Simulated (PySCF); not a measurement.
**Structure from NMR data**

An unknown has the formula C4H9F3OSi. Its calculated NMR data are:

¹H NMR (500 MHz, computed): δ 4.70 (m, 2H), 4.01 (sept, 1H), 1.24 (d, 6H).

¹³C{¹H} NMR (computed): δ 129.7 (C), 73.2 (CH), 26.3 (CH3, 2C).

PySCF 2.14 calculation with σ from GIAO-KT3/pcSseg-1 and PBE0-D3(BJ)/def2-SVP geometry; one computed conformer, isolated molecule, relativity neglected, equivalent nuclei averaged.

References, each an isolated molecule treated in the same way: TMS for ¹H (σref 31.32) and ¹³C (σref 182.31).

What is the structure?

Answers


Rings plus π bonds: 0. 3 carbon signals for 4 carbons: some carbons are equivalent by symmetry or fast rotation. Carbon types of the structure: 1 × C, 1 × CH, 2 × CH3, leaving 2 H on heteroatoms. δC 129.7: CF3 carbon; 3 electronegative neighbours deshield it. δC 73.2: sp3 CH bonded to O; the inductive effect lowers its shielding. δC 26.3: methyl carbon; a saturated carbon with 1 carbon neighbour and no heteroatom attached. δH 4.70: hydrogen on a silicon bonded to C, O. δH 4.01: hydrogen on an sp3 CH bonded to O; its carbon carries O, hence the downfield position. δH 1.24: hydrogen on a methyl carbon.

These data were computed for `CC(C)O[SiH2]C(F)(F)F`.

The shifts were computed for this structure.

Splittings by ¹⁹F in the carbon and heteronuclear signals aren't shown, as no couplings were computed. Shifts are as computed, not scaled to solution data. Of 1211 compounds with measured shifts, 218 miss one by over three times the rms of a fit or turn the order of signals round; such compounds aren't used in these exercises. No couplings were computed; multiplicities are counted from neighbouring protons, with m where these are inequivalent, close in shift, in a saturated or five-membered ring or joined by F or P, and br s for small geminal =CH2 splittings.
